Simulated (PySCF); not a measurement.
CBrCl3, SMILES ClC(Cl)(Cl)Br.

Geometry optimised at PBE-D3(BJ)/def2-SVP.

Level of theory: M06-2X/def2-TZVP (PySCF).

Symmetry labels are those of the subgroup Cs that the program uses (full group C3v).

Computed valence orbital energies around the gap with their symmetry:
| orbital | symmetry | energy (eV) |
|---|---|---|
| HOMO−7 | A' | -12.00 |
| HOMO−6 | A" | -12.00 |
| HOMO−5 | A" | -11.14 |
| HOMO−4 | A' | -11.14 |
| HOMO−3 | A' | -10.88 |
| HOMO−2 | A" | -10.53 |
| HOMO−1 | A' | -9.95 |
| HOMO | A" | -9.95 |
| LUMO | A' | -1.19 |
| LUMO+1 | A' | 0.28 |
| LUMO+2 | A" | 0.85 |
| LUMO+3 | A' | 0.85 |
